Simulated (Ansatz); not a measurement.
Conformers of C2H7BO2Se, SMILES `CC[Se]B(O)O`, each relaxed with PBE0-D4/def2-TZVP in Ansatz. CBS adds the triple-zeta coupled-cluster correction to the MP2 limit.

Outer-core shells of Se are correlated without core-valence functions. Scalar relativity is left out up to krypton. Spin–orbit coupling is left out.

Not all of them had a frequency check.

Conformer A:

```xyz
13

C     0.522   -2.318    0.406
C     0.445   -0.921   -0.168
Se   -0.748    0.191    0.926
B    -0.602    1.867   -0.077
O    -1.276    2.991    0.304
O     0.191    1.915   -1.180
H     1.186   -2.937   -0.204
H    -0.460   -2.798    0.424
H     0.913   -2.311    1.426
H     1.418   -0.433   -0.179
H     0.047   -0.919   -1.181
H    -1.816    2.887    1.089
H     0.181    2.788   -1.585
```

Conformer B:

```xyz
13

C    -0.529    1.810   -0.292
C    -1.241    0.494   -0.504
Se   -0.099   -0.887   -1.305
B     0.904   -1.418    0.292
O     0.614   -0.844    1.489
O     1.888   -2.362    0.234
H    -0.131    2.202   -1.229
H    -1.222    2.551    0.120
H     0.298    1.695    0.410
H    -1.620    0.082    0.430
H    -2.076    0.592   -1.199
H     1.167   -1.195    2.194
H     2.047   -2.722   -0.641
```

**Question.** Which is lowest in electronic energy at CCSD(T)/CBS (frozen core, def2 sets), and by how much? (Estimate.)

**Answer.** The calculation gave: B; A lies 2.5 kJ/mol higher.

**Question.** Give the energies relative to B (kJ/mol) with B3LYP-D4/def2-TZVPP, B2PLYP/def2-TZVPP, PBE0/def2-TZVPP, SCS-MP2/def2-TZVPP, MP2/def2-QZVPP, SCS-MP2/def2-QZVPP, MP2/CBS(def2). (Estimate.)

**Answer.** The calculation gave: 
```tsv
level	A
B3LYP-D4/def2-TZVPP	3.1
B2PLYP/def2-TZVPP	2.0
PBE0/def2-TZVPP	1.8
SCS-MP2/def2-TZVPP	2.4
MP2/def2-QZVPP	2.8
SCS-MP2/def2-QZVPP	2.1
MP2/CBS(def2)	2.7
```

B3LYP here is the variant with VWN-RPA as its local correlation; programs differ in this.
